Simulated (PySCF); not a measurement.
# Magnetisability: `C(/N(C)C=O)=C/CC#N`, C$_{6}$H$_{8}$N$_{2}$O

Molfile (atoms numbered from 1):
```
C6H8N2O
     RDKit          3D

 17 16  0  0  0  0  0  0  0  0999 V2000
   -0.8921    1.1788   -0.2712 C   0  0  0  0  0  0  0  0  0  0  0  0
   -1.1824   -0.1506    0.2277 N   0  0  0  0  0  0  0  0  0  0  0  0
   -2.4737   -0.4162    0.5685 C   0  0  0  0  0  0  0  0  0  0  0  0
   -3.3871    0.3606    0.4557 O   0  0  0  0  0  0  0  0  0  0  0  0
   -0.2085   -1.1148    0.4229 C   0  0  0  0  0  0  0  0  0  0  0  0
    1.0783   -1.1464    0.0794 C   0  0  0  0  0  0  0  0  0  0  0  0
    1.9126   -0.1230   -0.6496 C   0  0  0  0  0  0  0  0  0  0  0  0
    2.3780    0.8804    0.2792 C   0  0  0  0  0  0  0  0  0  0  0  0
    2.7212    1.6648    1.0364 N   0  0  0  0  0  0  0  0  0  0  0  0
   -0.7512    1.1710   -1.3531 H   0  0  0  0  0  0  0  0  0  0  0  0
   -1.7588    1.8011   -0.0460 H   0  0  0  0  0  0  0  0  0  0  0  0
   -0.0149    1.5904    0.2247 H   0  0  0  0  0  0  0  0  0  0  0  0
   -2.6061   -1.4396    0.9601 H   0  0  0  0  0  0  0  0  0  0  0  0
   -0.5994   -1.9833    0.9397 H   0  0  0  0  0  0  0  0  0  0  0  0
    1.6298   -2.0207    0.3926 H   0  0  0  0  0  0  0  0  0  0  0  0
    2.7878   -0.6112   -1.0872 H   0  0  0  0  0  0  0  0  0  0  0  0
    1.3595    0.3707   -1.4502 H   0  0  0  0  0  0  0  0  0  0  0  0
  1  2  1  0
  2  3  1  0
  3  4  2  0
  2  5  1  0
  5  6  2  0
  6  7  1  0
  7  8  1  0
  8  9  3  0
  1 10  1  0
  1 11  1  0
  1 12  1  0
  3 13  1  0
  5 14  1  0
  6 15  1  0
  7 16  1  0
  7 17  1  0
M  END
```

Method: GIAO KT3/pcSseg-1 magnetisability, rotational g tensor and spin-rotation constants, non-relativistic, gas phase in PySCF. Geometry: GFN2-xTB.

**Question.** How diamagnetic is it, and how anisotropic?

**Answer.** Isotropic -1134 × 10⁻³⁰ J/T², or -68.3 × 10⁻⁶ cm³/mol; principal values -1345, -1096, -961 × 10⁻³⁰ J/T², anisotropy 337 × 10⁻³⁰ J/T² (root of half the summed squared differences of the principal values). The susceptibility is in cgs units.

**Question.** Split it along the inertial axes a, b, c into diamagnetic and paramagnetic parts about the centre of mass, with the quadrupole moment.

**Answer.** 
```
axis  χ (10⁻⁶ cm³/mol)  diamagnetic (10⁻⁶ cm³/mol)  paramagnetic (10⁻⁶ cm³/mol)  summed x² of all electrons (Å²)  quadrupole Θ (D Å)
   a             -63.0                      -449.1                        386.1                            298.3              -16.92
   b             -67.8                     -1396.6                       1328.8                             75.0               +7.98
   c             -74.1                     -1583.8                       1509.7                             30.9               +8.94
```
Anisotropies 2χaa − χbb − χcc = +16.0 and 2χbb − χaa − χcc = +1.4 × 10⁻⁶ cm³/mol. Θ is traceless in Buckingham's convention.

**Question.** And the rotational g tensor?

**Answer.** 
| axis | rotational constant (GHz) | g | nuclear part | electronic part |
| --- | --- | --- | --- | --- |
| a | 3.5806 | -0.0500 | 0.5995 | -0.6495 |
| b | 0.8764 | -0.0163 | 0.5309 | -0.5471 |
| c | 0.7711 | -0.0123 | 0.5346 | -0.5469 |

Asymmetric top; isotopes 12C, 1H, 14N, 16O; no vibrational averaging.
